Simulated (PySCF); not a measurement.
CH4ClGeNSi, SMILES Cl[Si@H]1N=[CH][GeH2]1.

Geometry optimised at B3LYP-D3(BJ)/def2-SVP. The structure was generated by enumeration; whether it is a known compound was not checked.

These are PBE/def2-TZVP in PySCF values and carry that method's errors.

The molecule is in vacuum.

| Property | Value |
|---|---|
| total energy | -2921.27315 hartree |
| highest occupied level | -5.74 eV |
| lowest empty level | -2.46 eV |
| orbital gap | 3.28 eV |
| dipole moment | 2.15 D |
| quadrupole, principal values (traceless, Buckingham form, about the centre of nuclear charge) | -5.23, 0.21, 5.02 D·Å |
| mean static polarisability | 89.0 bohr³ (13.19 Å³) |
| polarisability, principal values | 72.1, 82.2, 112.6 bohr³ |
